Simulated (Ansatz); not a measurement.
**Question.** Predict a relaxed structure of W(OH)F5 (WOF5H), charge 0, singlet, at B3LYP-D4/def2-SVP (Ansatz).

**Answer.** 
```tsv
atom	x (Å)	y (Å)	z (Å)
W1	-0.236	0.072	-0.190
O2	1.154	-0.356	0.928
H3	1.882	-0.578	1.518
F4	-1.644	0.506	-1.322
F5	0.853	-0.021	-1.697
F6	-1.432	0.200	1.230
F7	0.120	1.894	-0.050
F8	-0.698	-1.716	-0.417
```
The metal has 6 neighbours: O 1.83 Å, F 1.86 Å, F 1.86 Å, F 1.86 Å, F 1.86 Å, F 1.86 Å. This is one stationary point.

In the def2 sets W takes a core potential; there is no spin–orbit coupling.
